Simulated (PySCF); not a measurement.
# NaI, HF: how much the basis matters

PySCF, RHF reference; singlet, unpaired electrons none; De to Na + I without counterpoise correction.

```csv
basis,relativity,functions,Re (Å),ωe (cm⁻¹),De (eV),μ (D)
def2-SVP,scalar-relativistic core potentials,41,2.760,249,2.44,-9.88
x2c-SVPall,spin-free X2C,51,2.740,259,2.44,-9.48
def2-SVPD,scalar-relativistic core potentials,53,2.776,245,2.50,-9.99
aug-cc-pVDZ/aug-cc-pVDZ-PP,scalar-relativistic core potentials,59,2.779,246,2.44,-9.94
def2-TZVPP,scalar-relativistic core potentials,82,2.755,251,2.42,-9.74
```

Task: How does each smaller set differ from the one with most functions, def2-TZVPP?

Result: def2-SVP: +0.5 pm, -0.8 % in ωe, +0.02 eV in De; x2c-SVPall: -1.5 pm, +3.2 % in ωe, +0.02 eV in De; def2-SVPD: +2.1 pm, -2.4 % in ωe, +0.08 eV in De; aug-cc-pVDZ/aug-cc-pVDZ-PP: +2.4 pm, -2.0 % in ωe, +0.02 eV in De. All at HF; the set with most functions is neither the basis-set limit nor always the best. The rows treat relativity differently, so the differences are not basis effects alone.

A positive dipole means Na(−)I(+). Spin–orbit coupling is left out, which matters for elements this heavy, above all for dissociation energies. Where the molecule has an RHF reference, its open-shell atoms are computed with UHF. Hartree–Fock leaves out correlation, which carries a large part of most bond energies and some tenths to 1 eV of ionisation energies.
